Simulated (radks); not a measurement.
The germanium anion Ge4-, [Kr], held by a Watson sphere: a shell of charge +4 at radius R that stands for the Madelung well of a crystal (potential energy -4/R inside, -4/r outside, in hartree with lengths in bohr). Calculated with a radial shooting solver on a logarithmic mesh with Libxc functionals: scalar-relativistic Kohn-Sham, PBE, spin-polarised, spherical densities, finite nucleus; Fermi nuclear charge, rms radius of each element as measured or else 0.836 A^(1/3) + 0.57 fm. Response by self-consistent Sternheimer equations with the Hartree and adiabatic LDA kernel, the relativistic mass of each level held fixed and spin-orbit coupling left out. The sphere does not respond.

R (bohr)  e(3d) (eV)  e(4s) (eV)  e(4p) (eV)  <r> 4p (bohr)  sum of <r^2> (bohr^2)  X-ray form factor at sin(theta)/lambda = 0.2 1/angstrom  alpha (bohr^3)
2.95         -27.218     -12.898      -6.123          2.941                  83.23                                                   25.373           68.56
3.03         -27.107     -12.658      -5.980          2.986                  85.30                                                   25.347           73.00
3.7          -26.588     -11.055      -4.920          3.368                  103.8                                                   25.259           122.5
4.04         -26.477     -10.482      -4.479          3.567                  114.1                                                   25.277           157.9
4.07         -26.469     -10.438      -4.443          3.584                  115.0                                                   25.280           161.5
4.84         -26.373      -9.611      -3.675          4.043                  141.0                                                   25.379           276.3
